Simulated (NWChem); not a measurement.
Lowest excitation of iodoethane (C₂H₅I)

```xyz
8

C      2.4499     0.3888     0.0000
C      1.1211     1.1174     0.0000
I     -0.5996    -0.2481     0.0000
H      2.5683    -0.2454     0.8914
H      3.2687     1.1306     0.0000
H      2.5683    -0.2454    -0.8914
H      0.9742     1.7358     0.8942
H      0.9742     1.7358    -0.8942
```
Charge 0, spin multiplicity 1.

All runs are NWChem calculations. All single points use one geometry, from B3LYP/def2-SVP with def2 effective core potentials on I, held to Cs symmetry and with no frequency check, so it may be a saddle point.

Basis set: def2-SVP.

Relative cost: rough, from shared machines, SCF included, TD-PBE = 1.

Effective core potentials replace the inner electrons of I; spin-orbit coupling is left out. The correlated methods keep 6 core orbitals frozen. B3LYP has NWChem's definition, with VWN1-RPA local correlation. GW and range-separated runs recompute their integrals, the others keep them in memory, which bears on the times. Coupled-cluster values serve here as a point of comparison, not as the truth.

```
method        lowest vertical singlet excitation energy (eV)  relative cost
------------  ----------------------------------------------  -------------
EOM-CCSD                                                   ?              6
TD-PBE                                                  4.59              1
CIS                                                     5.68        under 3
TD-CAM-B3LYP                                               ?              3
TD-B3LYP                                                   ?        under 3
```

Question: Some entries are withheld; supply them.

Answer: 
- EOM-CCSD, lowest vertical singlet excitation energy (eV): 5.11
- TD-CAM-B3LYP, lowest vertical singlet excitation energy (eV): 4.87
- TD-B3LYP, lowest vertical singlet excitation energy (eV): 4.75
